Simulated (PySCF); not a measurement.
C4H10N, SMILES N(C[CH2])(C)C, multiplicity 2.

The structure is a stationary point at PBE-D3(BJ)/def2-SVP. The isomer is the one that the SMILES or the coordinates give; other isomers of the formula were not compared. One conformer was computed; it need not be the lowest.

The numbers are results of PBE-D3(BJ)/def2-SVP (PySCF 2.14.0), not measurements.

Harmonic, unscaled wavenumbers; measured fundamentals usually lie a few per cent lower.

```csv
mode,ν (cm⁻¹),IR (km/mol),moving atoms (share of kinetic energy)
1,139,0.5,"C 53 %, H 43 %"
2,225,1.3,"H 89 %, C 10 %"
3,240,0.9,"H 77 %, C 16 %"
4,255,0.6,H 97 %
5,283,2.1,"H 59 %, C 32 %, N 9 %"
6,346,5.4,"H 45 %, N 31 %, C 24 %"
7,404,0.2,"C 49 %, H 44 %"
8,466,17.9,"H 51 %, C 39 %, N 10 %"
9,510,21.6,"H 64 %, C 31 %"
10,776,10.5,"H 48 %, C 41 %, N 11 %"
11,868,5.7,"C 53 %, H 44 %"
12,981,25.5,"H 47 %, C 41 %, N 12 %"
13,1036,8.4,"H 68 %, C 28 %"
14,1050,8.1,"H 58 %, C 39 %"
15,1076,5.0,"H 74 %, C 26 %"
16,1094,9.4,"C 51 %, H 47 %"
17,1126,11.6,"H 69 %, C 21 %, N 11 %"
18,1156,12.3,"H 61 %, N 21 %, C 18 %"
19,1264,9.2,"H 42 %, N 39 %, C 19 %"
20,1273,32.5,"N 41 %, H 36 %, C 24 %"
21,1323,16.6,"H 65 %, C 26 %, N 8 %"
22,1369,0.6,"H 86 %, C 14 %"
23,1379,14.5,"H 82 %, C 17 %"
24,1380,0.7,"H 83 %, C 17 %"
25,1396,10.1,"H 91 %, C 9 %"
26,1399,14.0,H 95 %
27,1421,8.2,H 94 %
28,1426,17.5,"H 86 %, C 12 %"
29,1437,8.5,H 93 %
30,2785,74.6,H 93 %
31,2821,59.7,H 95 %
32,2835,173.5,H 94 %
33,2866,25.5,H 92 %
34,2995,34.2,H 94 %
35,3001,26.5,H 93 %
36,3051,21.1,"H 90 %, C 10 %"
37,3059,15.1,"H 90 %, C 10 %"
38,3081,8.8,H 95 %
39,3201,6.0,"H 89 %, C 11 %"
```
